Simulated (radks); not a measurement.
The numbers below are computed, except where a source is named.
Question: These are the eigenvalues of the occupied orbitals of an atom or ion with whole-number occupations (hartree). Code: a radial shooting solver on a logarithmic mesh with Libxc functionals. Model: Dirac Kohn-Sham, exchange-only B88, spin-unpolarised, spherical densities, point nucleus.

| orbital | eigenvalue |
|---|---|
| 1s1/2 | -459.8647 |
| 2s1/2 | -59.39196 |
| 2p1/2 | -53.32616 |
| 2p3/2 | -51.79018 |
| 3s1/2 | -8.17577 |
| 3p1/2 | -6.10221 |
| 3p3/2 | -5.88602 |
| 3d3/2 | -2.31096 |
| 3d5/2 | -2.27803 |
| 4s1/2 | -0.95076 |
| 4p1/2 | -0.54258 |
| 4p3/2 | -0.52641 |

Which element is it, and in what charge state? The configuration may be excited. Open shells, if any, are shared by 2j + 1.

Answer: Z = 34, selenium, charge +1: Se+ in [Ar] 3d10 4s2 4p3. The list shows which subshells hold electrons but not how many an open one holds; the 1s level, -459.86 hartree, gives Z - s = 30.3 by -(Z - s)^2/2, which with screening and relativity narrows Z to a few neighbours, and the depths of the outer levels then fix element, charge and occupations together.
